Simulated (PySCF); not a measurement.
Zn(Et)(SH) anion (C2H6SZn), SMILES [Zn]([SH])[CH2]C (connectivity only; charge and spin as stated), charge -1, multiplicity 2.

The structure is a stationary point at TPSSh-D3(BJ)/def2-SVPD. The multiplicity is an assumed one; no other spin state was optimised. The isomer is the one that the SMILES or the coordinates give; other isomers of the formula were not compared. The values are those of a single conformer.

All values below come from C-PCM-M06-2X/def2-SVPD (PySCF).

The values are the electrostatic part of the solvation free energy, E(continuum) − E(gas) at the gas-phase geometry, in a cavity of scaled van der Waals radii (PySCF's table); cavitation and dispersion terms are not included. A continuum can't describe solvent molecules that bind to the metal.

Task: Estimate the values in water (ε = 78.36), 1-octanol (ε = 9.86), chlorobenzene (ε = 5.70). (The exact figures need the calculation; the answer reports its results.)

Result: 
| solvent | ε | ΔG(elec) (kcal/mol) |
|---|---|---|
| water | 78.36 | -46.3 |
| 1-octanol | 9.86 | -42.0 |
| chlorobenzene | 5.70 | -38.4 |
